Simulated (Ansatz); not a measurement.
```yaml
crystal:
  periodic: [false, false, false]
  atoms:
    - {symbol: B, position_ang: [-0.247926, 1.013060, -1.052786]}
    - {symbol: N, position_ang: [-0.257281, 0.122760, 0.050430]}
    - {symbol: C, position_ang: [0.813521, -0.942962, 0.208613]}
    - {symbol: Al, position_ang: [-0.375419, -0.426802, 1.561774]}
    - {symbol: H, position_ang: [0.479519, 0.985227, -2.136531]}
    - {symbol: H, position_ang: [-1.042953, 1.979465, -1.072170]}
    - {symbol: H, position_ang: [0.449749, -1.738657, -0.600792]}
    - {symbol: H, position_ang: [1.794302, -0.714359, -0.070540]}
    - {symbol: H, position_ang: [-1.130118, -0.424972, 2.960394]}
basis:
  gaussian: {orbitals: 6-31G}
total_charge: 3
magnetization: {spin_polarized: true, initial_magnetization: 1}
hamiltonian: {xc: {name: wB97X-V}}
```

```sh
$ ansatz run in.yaml --threads 2 --pin off --events-out ev --progress --plain --max-ram 4352MiB
```

Output, abridged:

```
Functional definition: wB97X-V
684 factors; integrals over basis functions are off by at most 2.5e-4 eV
251 factors; integrals over basis functions are off by at most 4.3e-6 eV
mean field evaluation 1: about -9782.3161 eV, gradient 8.6e1 eV
mean field evaluation 2: about -9696.3603 eV, gradient 1.3e2 eV
mean field evaluation 4: about -9825.2498 eV, gradient 1.5e1 eV
mean field evaluation 8: about -9827.1957 eV, gradient 1.7e0 eV
mean field evaluation 16: about -9827.8431 eV, gradient 1.2e-1 eV
mean field evaluation 32: about -9827.8457 eV, gradient 3.4e-5 eV
mean field -9827.92959868 eV, -361.1697511414 hartree, gradient 4.9e-5 eV, S^2 1.689439; 14 other end points of the search recorded, 0 dependent functions left out
reference -9827.92959698 eV, -361.1697510792 hartree; 17, 16 occupied and 33, 34 virtual orbitals, 684 factors
Total energy: -9827.92959698 eV, -361.1697510792 hartree
```

Problem. Something in this input is off. What?

Solution. The charge is far from anything that the molecule holds. The calculation finished and met its thresholds. The result belongs to that input, not to the molecule as meant.
